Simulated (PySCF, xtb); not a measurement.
Zr(F)4 anion (F4Zr), SMILES [F][Zr]([F])([F])[F] (connectivity only; charge and spin as stated), charge -1, multiplicity 2.

Harmonic wavenumbers (cm⁻¹) from GFN2-xTB in xtb at its own minimum, in rising order: 52, 68, 140, 140, 140, 415, 442, 442, 443.

What does PBE0-D3(BJ)/def2-SVPD (PySCF) give at its own minimum? (The exact figures need the calculation; the answer reports its results.)

98, 116, 150, 150, 195, 532, 554, 568, 568. Paired by order, the mean absolute difference is 72 cm⁻¹ and the zero-point energies are 3.3 and 4.2 kcal/mol.
